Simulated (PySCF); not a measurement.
## Calculated data, FH2NSi2, H2NO2Si, BH6N2Si, CH4BNSi and others

Computed with PySCF 2.14.0. Calculation on a computer-drawn molecule: optimised geometry and harmonic frequencies of an isolated molecule of the commonest isotopes, restricted reference for singlets and unrestricted otherwise, frozen core in MP2.

```json
{"entry": 1, "formula": "FH2NSi2", "start_structure": {"atoms_angstrom": [["N", -1.026, 1.2132, 0.9568], ["Si", 0.296, 0.8241, 0.1697], ["Si", 0.7644, -1.4136, -0.7204], ["F", 2.2221, -1.0551, -1.3593], ["H", -1.7452, 0.5303, 1.1246], ["H", 1.2974, 1.8946, -0.0291]]}, "given": {"charge": 0, "multiplicity": 1, "method": "MP2", "basis": "cc-pV(D+d)Z", "drawn_bonds_atom": [1, 2, 3, 1, 2], "drawn_bonds_other_atom": [2, 3, 4, 5, 6], "drawn_bonds_order": [2, 1, 1, 1, 1]}, "results": {"optimised_atom_element": ["N", "Si", "Si", "F", "H", "H"], "optimised_atom_x [angstrom]": [-1.05, 0.3008, 0.7637, 2.241, -1.732, 1.285], "optimised_atom_y [angstrom]": [1.268, 0.8113, -1.423, -1.08, 0.506, 1.91], "optimised_atom_z [angstrom]": [0.9849, 0.1635, -0.7228, -1.376, 1.111, -0.0183], "modes_frequency [cm^-1]": [53.81, 94.4, 214.5, 319.9, 424.3, 709.9, 806.5, 820.9, 855.0, 997.3, 2259, 3504], "modes_reduced_mass [dalton]": [5.251, 6.36, 9.898, 1.413, 10.88, 1.169, 1.067, 6.241, 1.581, 4.103, 1.043, 1.076], "rotational_constants [GHz]": [14.94, 2.079, 1.825], "total_energy [hartree]": -733.4167, "convergence_status_largest_gradient_component [hartree/bohr]": 2.515e-05}}
{"entry": 2, "formula": "H2NO2Si", "start_structure": {"atoms_angstrom": [["N", -0.0586, -0.4651, 2.4902], ["Si", 1.3989, -0.3308, 3.2154], ["O", 2.79, -1.0621, 3.1751], ["O", 1.3174, 0.9365, 4.3337], ["H", -0.157, -1.2097, 1.8118], ["H", 0.5288, 1.2795, 4.31]]}, "given": {"charge": -1, "multiplicity": 1, "method": "HF", "basis": "aug-cc-pV(D+d)Z", "drawn_bonds_atom": [1, 2, 2, 1, 4], "drawn_bonds_other_atom": [2, 3, 4, 5, 6], "drawn_bonds_order": [2, 1, 1, 1, 1]}, "results": {"optimised_atom_element": ["N", "Si", "O", "O", "H", "H"], "optimised_atom_x [angstrom]": [-0.04225, 1.407, 2.756, 1.346, -0.1303, 0.4833], "optimised_atom_y [angstrom]": [-0.4638, -0.3437, -1.06, 0.913, -1.192, 1.295], "optimised_atom_z [angstrom]": [2.511, 3.227, 3.156, 4.321, 1.825, 4.298], "modes_frequency [cm^-1]": [351.4, 386.0, 431.1, 512.2, 594.8, 811.1, 868.0, 1025, 1035, 1280, 3772, 4180], "modes_reduced_mass [dalton]": [4.161, 6.367, 3.659, 1.422, 1.128, 4.268, 1.693, 1.27, 5.503, 12.52, 1.075, 1.065], "rotational_constants [GHz]": [8.581, 7.406, 3.975], "total_energy [hartree]": -494.4110, "convergence_status_largest_gradient_component [hartree/bohr]": 4.417e-06}}
{"entry": 3, "formula": "H2NO2Si", "start_structure": {"atoms_angstrom": [["N", -0.0422, -0.4638, 2.5106], ["Si", 1.4068, -0.3437, 3.2266], ["O", 2.756, -1.06, 3.1555], ["O", 1.346, 0.913, 4.3206], ["H", -0.1303, -1.1919, 1.8249], ["H", 0.4833, 1.2946, 4.298]]}, "given": {"charge": -1, "multiplicity": 1, "method": "MP2", "basis": "aug-cc-pV(D+d)Z", "drawn_bonds_atom": [1, 2, 2, 1, 4], "drawn_bonds_other_atom": [2, 3, 4, 5, 6], "drawn_bonds_order": [2, 1, 1, 1, 1]}, "results": {"optimised_atom_element": ["N", "Si", "O", "O", "H", "H"], "optimised_atom_x [angstrom]": [-0.07907, 1.42, 2.815, 1.356, -0.1473, 0.4549], "optimised_atom_y [angstrom]": [-0.4422, -0.3539, -1.084, 0.9349, -1.192, 1.286], "optimised_atom_z [angstrom]": [2.514, 3.223, 3.158, 4.344, 1.818, 4.278], "modes_frequency [cm^-1]": [314.3, 337.2, 372.4, 447.9, 551.3, 730.8, 805.1, 932.1, 960.1, 1151, 3524, 3813], "modes_reduced_mass [dalton]": [4.502, 6.498, 10.55, 1.125, 1.133, 9.434, 1.593, 3.951, 1.239, 9.752, 1.074, 1.064], "rotational_constants [GHz]": [8.385, 6.91, 3.788], "total_energy [hartree]": -495.1068, "convergence_status_largest_gradient_component [hartree/bohr]": 9.387e-06}}
{"entry": 4, "formula": "BH6N2Si", "start_structure": {"atoms_angstrom": [["N", -0.4874, 0.598, 2.3231], ["B", -0.0498, -0.7073, 2.1322], ["N", 0.0081, -1.6421, 3.1788], ["Si", 0.466, -1.2768, 0.2944], ["H", -0.5886, 1.2976, 1.6238], ["H", -0.7637, 0.9468, 3.227], ["H", -0.1871, -1.4034, 4.1028], ["H", 0.4222, -2.5333, 3.0814], ["H", 0.4436, -0.4069, -0.9206], ["H", 1.0253, -2.5744, -0.1439]]}, "given": {"charge": 1, "multiplicity": 1, "method": "HF", "basis": "cc-pV(D+d)Z", "drawn_bonds_atom": [1, 2, 2, 1, 1, 3, 3, 4, 4], "drawn_bonds_other_atom": [2, 3, 4, 5, 6, 7, 8, 9, 10], "drawn_bonds_order": [1, 1, 1, 1, 1, 1, 1, 1, 1]}, "results": {"optimised_atom_element": ["N", "B", "N", "Si", "H", "H", "H", "H", "H", "H"], "optimised_atom_x [angstrom]": [-0.5067, -0.0559, 0.07285, 0.4942, -0.581, -0.7971, -0.1671, 0.4031, 0.4312, 0.9949], "optimised_atom_y [angstrom]": [0.6287, -0.6811, -1.653, -1.258, 1.291, 1.007, -1.475, -2.584, -0.3791, -2.597], "optimised_atom_z [angstrom]": [2.316, 2.185, 3.172, 0.2741, 1.572, 3.197, 4.129, 3.026, -0.9024, -0.07036], "modes_frequency [cm^-1]": [132.1, 190.3, 313.6, 338.2, 368.3, 515.5, 530.8, 536.2, 571.5, 638.1, 729.7, 943.5, 1006, 1043, 1290, 1526, 1764, 1766, 2384, 2412, 3792, 3797, 3905, 3905], "modes_reduced_mass [dalton]": [1.064, 2.43, 1.922, 3.552, 1.099, 1.104, 3.031, 1.133, 1.322, 1.522, 1.344, 1.224, 1.92, 1.084, 3.034, 3.214, 1.148, 1.358, 1.031, 1.055, 1.054, 1.055, 1.096, 1.096], "rotational_constants [GHz]": [8.453, 3.992, 2.711], "total_energy [hartree]": -425.8258, "convergence_status_largest_gradient_component [hartree/bohr]": 9.831e-06}}
{"entry": 5, "formula": "CH4BNSi", "start_structure": {"atoms_angstrom": [["N", -0.887, -1.3004, 1.1461], ["B", 0.3691, -0.9419, 0.9292], ["C", 1.578, -0.3394, 0.9593], ["Si", 1.9445, 1.3826, 1.6927], ["H", -1.6613, -1.0756, 0.5077], ["H", -1.242, -1.8882, 1.9114], ["H", 2.5567, -0.7729, 0.5206], ["H", 0.532, 1.6249, 2.2781]]}, "given": {"charge": 0, "multiplicity": 1, "method": "HF", "basis": "cc-pV(D+d)Z", "drawn_bonds_atom": [1, 2, 3, 1, 1, 3, 4], "drawn_bonds_other_atom": [2, 3, 4, 5, 6, 7, 8], "drawn_bonds_order": [1, 2, 1, 1, 1, 1, 1]}, "results": {"optimised_atom_element": ["N", "B", "C", "Si", "H", "H", "H", "H"], "optimised_atom_x [angstrom]": [-0.889, 0.39, 1.694, 1.873, -1.608, -1.208, 2.523, 0.4157], "optimised_atom_y [angstrom]": [-1.29, -0.8252, -0.3161, 1.324, -1.039, -1.787, -0.8161, 1.438], "optimised_atom_z [angstrom]": [1.146, 1.033, 0.9357, 1.734, 0.4998, 1.953, 0.4496, 2.194], "modes_frequency [cm^-1]": [152.5, 213.6, 363.4, 387.7, 454.7, 474.5, 752.1, 833.0, 924.0, 958.1, 1011, 1177, 1670, 1822, 2046, 3353, 3809, 3914], "modes_reduced_mass [dalton]": [4.098, 1.287, 1.753, 1.24, 7.071, 1.354, 2.803, 1.11, 1.643, 1.687, 1.49, 1.891, 1.229, 5.234, 1.045, 1.091, 1.05, 1.099], "rotational_constants [GHz]": [21.36, 2.947, 2.628], "total_energy [hartree]": -408.2359, "convergence_status_largest_gradient_component [hartree/bohr]": 1.955e-05}}
{"entry": 6, "formula": "BH4N2Si", "start_structure": {"atoms_angstrom": [["N", 0.1055, -0.1904, -2.2895], ["B", 0.826, 0.0843, -1.2143], ["N", 1.5915, 0.3137, -0.2074], ["Si", 2.5016, 0.6603, 1.135], ["H", -0.06, 0.4492, -3.0608], ["H", -0.335, -1.1853, -2.4756], ["H", 3.1328, 2.0074, 1.2152], ["H", 2.705, -0.3243, 2.1556]]}, "given": {"charge": 1, "multiplicity": 1, "method": "HF", "basis": "cc-pV(D+d)Z", "drawn_bonds_atom": [1, 2, 3, 1, 1, 4, 4], "drawn_bonds_other_atom": [2, 3, 4, 5, 6, 7, 8], "drawn_bonds_order": [1, 2, 1, 1, 1, 1, 1]}, "results": {"optimised_atom_element": ["N", "B", "N", "Si", "H", "H", "H", "H"], "optimised_atom_x [angstrom]": [0.1103, 0.8649, 1.59, 2.483, -0.05465, -0.3305, 3.107, 2.698], "optimised_atom_y [angstrom]": [-0.2263, 0.05912, 0.3327, 0.6712, 0.4362, -1.118, 1.982, -0.3216], "optimised_atom_z [angstrom]": [-2.302, -1.225, -0.1907, 1.083, -3.037, -2.431, 1.23, 2.13], "modes_frequency [cm^-1]": [109.6, 128.6, 258.6, 404.5, 471.8, 528.4, 692.4, 749.1, 793.5, 998.4, 1052, 1362, 1681, 2056, 2434, 2467, 3771, 3876], "modes_reduced_mass [dalton]": [3.861, 6.071, 1.008, 2.771, 1.187, 11.52, 6.136, 1.24, 1.168, 1.567, 1.068, 6.219, 1.174, 11.27, 1.028, 1.06, 1.051, 1.099], "rotational_constants [GHz]": [109.7, 2.328, 2.279], "total_energy [hartree]": -424.6902, "convergence_status_largest_gradient_component [hartree/bohr]": 2.108e-05}}
{"entry": 7, "formula": "CH4AlBN", "start_structure": {"atoms_angstrom": [["N", 2.0507, 1.8138, -1.3123], ["B", 1.2365, 0.822, -1.0717], ["C", 0.2943, -0.1631, -0.8036], ["Al", -1.2586, 0.1257, 0.4419], ["H", 2.8526, 2.0172, -0.6844], ["H", 1.9701, 2.5953, -2.0172], ["H", 0.2757, -1.1474, -1.155], ["H", -1.6431, 1.4431, 1.2093]]}, "given": {"charge": 0, "multiplicity": 2, "method": "HF", "basis": "cc-pV(D+d)Z", "drawn_bonds_atom": [1, 2, 3, 1, 1, 3, 4], "drawn_bonds_other_atom": [2, 3, 4, 5, 6, 7, 8], "drawn_bonds_order": [1, 2, 1, 1, 1, 1, 1]}, "results": {"optimised_atom_element": ["N", "B", "C", "Al", "H", "H", "H", "H"], "optimised_atom_x [angstrom]": [1.971, 1.132, 0.2335, -1.215, 2.754, 1.822, 0.3602, -1.279], "optimised_atom_y [angstrom]": [1.855, 0.79, -0.2513, 0.1425, 2.033, 2.541, -1.222, 1.619], "optimised_atom_z [angstrom]": [-1.209, -1.024, -0.7878, 0.4, -0.6152, -1.92, -1.256, 1.019], "modes_frequency [cm^-1]": [113.3, 229.1, 352.7, 394.0, 398.5, 455.1, 614.8, 724.7, 740.1, 929.8, 1017, 1091, 1678, 1829, 1879, 3328, 3812, 3916], "modes_reduced_mass [dalton]": [4.109, 1.373, 1.162, 2.218, 1.206, 3.384, 1.727, 1.107, 2.893, 1.483, 1.471, 3.27, 1.22, 4.851, 1.074, 1.089, 1.05, 1.099], "rotational_constants [GHz]": [20.66, 2.799, 2.5], "total_energy [hartree]": -361.2346, "spin_squared": 0.7542, "convergence_status_largest_gradient_component [hartree/bohr]": 1.571e-05}}
{"entry": 8, "formula": "CH3AlBN", "start_structure": {"atoms_angstrom": [["N", -0.8816, 1.1003, -0.2213], ["B", -0.305, 1.0819, -1.4745], ["C", 0.3167, 0.975, -2.6899], ["Al", 1.7644, -0.1843, -3.2675], ["H", -1.7389, 0.5145, -0.0226], ["H", -0.5789, 1.4781, 0.5505], ["H", 0.1616, 1.7562, -3.4676]]}, "given": {"charge": 0, "multiplicity": 1, "method": "HF", "basis": "cc-pV(D+d)Z", "drawn_bonds_atom": [1, 2, 3, 1, 1, 3], "drawn_bonds_other_atom": [2, 3, 4, 5, 6, 7], "drawn_bonds_order": [1, 2, 1, 1, 1, 1]}, "results": {"optimised_atom_element": ["N", "B", "C", "Al", "H", "H", "H"], "optimised_atom_x [angstrom]": [-0.8708, -0.3014, 0.3451, 1.708, -1.701, -0.5212, 0.08017], "optimised_atom_y [angstrom]": [1.007, 1.089, 1.077, -0.2668, 0.4813, 1.513, 1.822], "optimised_atom_z [angstrom]": [-0.2518, -1.496, -2.73, -3.097, -0.07229, 0.5355, -3.481], "modes_frequency [cm^-1]": [94.74, 265.2, 385.1, 404.4, 465.7, 622.8, 677.6, 887.9, 1018, 1052, 1678, 1823, 3278, 3811, 3915], "modes_reduced_mass [dalton]": [6.986, 1.2, 3.008, 1.189, 6.712, 3.059, 1.109, 1.523, 1.468, 5.533, 1.234, 5.294, 1.088, 1.05, 1.099], "rotational_constants [GHz]": [25.3, 2.702, 2.475], "total_energy [hartree]": -360.6627, "convergence_status_largest_gradient_component [hartree/bohr]": 4.305e-05}}
```
